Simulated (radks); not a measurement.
Nb I, 41 electrons, occupied as [Kr] 4d3.5 5s1 5p0.5 (fractional occupations, a model configuration). All-electron calculation, scalar-relativistic Kohn-Sham, r2SCAN, spin-unpolarised, spherical densities, finite nucleus; meta-GGA in the generalised Kohn-Sham scheme; Fermi nuclear charge, rms radius 4.324 fm. Program: a radial shooting solver on a logarithmic mesh with Libxc functionals. Some entries of the table are withheld. Estimate them.

orbital  occ.  eigenvalue (Ry)  <r^2> (bohr^2)  r(max) (bohr)
1s          2        -1385.645        0.001758            (1)
2s          2              (2)         0.02941         0.1331
2p          6              (3)         0.02319         0.1065
3s          2        -33.01999          0.2240         0.3949
3p          6        -26.07557          0.2307         0.3890
3d         10        -14.76127          0.2261         0.3356
4s          2         -4.56131           1.529          1.033
4p          6         -2.75069           1.941          1.123
5s          1         -0.34685           15.36          3.065
4d        3.5         -0.31805             (4)          1.469
5p        0.5         -0.11151           29.98          4.023

Answer. 
(1) 1s r(max) (bohr): 0.02349
(2) 2s eigenvalue (Ry): -194.8186
(3) 2p eigenvalue (Ry): -173.7890
(4) 4d <r^2> (bohr^2): 5.530
